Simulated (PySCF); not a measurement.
Isomers of C2H4OS. Gas-phase values, no solvent. One relaxed conformer stands for each flexible species; it need not be the lowest. Strings in code marks are SMILES.

The brightest of the four lowest singlets (TDA) from two functionals at the same geometries (r2SCAN-D4/def2-TZVP), both in PySCF: PBE-D3(BJ)/def2-TZVP and r2SCAN-D4/def2-TZVP. Excitations are Tamm–Dancoff values on a coarser integration grid. The basis has no diffuse functions, so Rydberg states are missing or too high.

```json
[
 {"species": "`O/C=C/S` (H–O–C–C torsion -180°, C–C–S–H torsion 0°)", "PBE-D3(BJ)/def2-TZVP (eV)": "5.77"},
 {"species": "`COC=S` (C–O–C–S torsion 0°)", "PBE-D3(BJ)/def2-TZVP (eV)": "5.90"},
 {"species": "`CC(O)=S` (S–C–O–H torsion 0°)", "PBE-D3(BJ)/def2-TZVP (eV)": "6.14"},
 {"species": "`CC(=O)S` (O–C–S–H torsion 0°)", "PBE-D3(BJ)/def2-TZVP (eV)": "5.97"}
]
```

**Question.** What does r2SCAN-D4/def2-TZVP give for each?

**Answer.** 
- `O/C=C/S` (H–O–C–C torsion -180°, C–C–S–H torsion 0°): 6.09
- `COC=S` (C–O–C–S torsion 0°): 6.29
- `CC(O)=S` (S–C–O–H torsion 0°): 6.84
- `CC(=O)S` (O–C–S–H torsion 0°): 6.58
Over these rows, drawn at random from the members with no instability flagged (it was tested for open shells, ions and some series alone), PBE minus r2SCAN-D4: mean -0.50 eV, from -0.70 eV to -0.32 eV.
